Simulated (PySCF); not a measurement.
## Exercise with solution: entropy of an ideal gas

C₂H₄F₂, SMILES FCCF.

Coordinates come from a PBE-D3(BJ)/def2-SVP optimisation. The values are those of a single conformer.

PBE-D3(BJ)/def2-SVP run with PySCF gives the harmonic wavenumbers 153, 317, 480, 860, 885, 1082, 1092, 1113, 1219, 1262, 1350, 1388, 1419, 1427, 2942, 2952, 3001, 3014 cm⁻¹ and the rotational temperatures 0.8326, 0.2365, 0.2072 K. The molar mass is 66.05 g/mol, the symmetry number 2, the spin multiplicity 1.

Problem. Work out the entropy at 298.15 K and 1 atm in the rigid-rotor, harmonic-oscillator model.

Solution. 
Translation (Sackur–Tetrode at 1 atm): S = R[1.5 ln M + 2.5 ln T − 1.16487] = 161.0 J/(mol K).
Rotation: q = (√π/σ) T^1.5/√(θA θB θC) = 22600, S = R[ln q + 3/2] = 95.8 J/(mol K).
Vibration: with u = 1.4388 ν/T, each mode gives R[u/(e^u − 1) − ln(1 − e^−u)]:
```tsv
ν (cm⁻¹)	modes	u	S (J/(mol K))
153	1	0.74	11.02
317	1	1.53	5.55
480	1	2.32	2.97
860	1	4.15	0.68
885	1	4.27	0.62
1082	1	5.22	0.28
1092	1	5.27	0.27
1113	1	5.37	0.25
1219	1	5.88	0.16
1262	1	6.09	0.13
1350	1	6.51	0.09
1388	1	6.70	0.08
1419	1	6.85	0.07
1427	1	6.89	0.07
```
The stiffer modes add less than 0.005 each. Sum 22.2 J/(mol K).
Spin: R ln 1 = 0.0 J/(mol K).
Total 279.1 J/(mol K); the program's own thermochemistry gives 279.1. Translation makes up 58 % and vibration 8 %. Anharmonicity, hindered rotation and orbital degeneracy are left out.
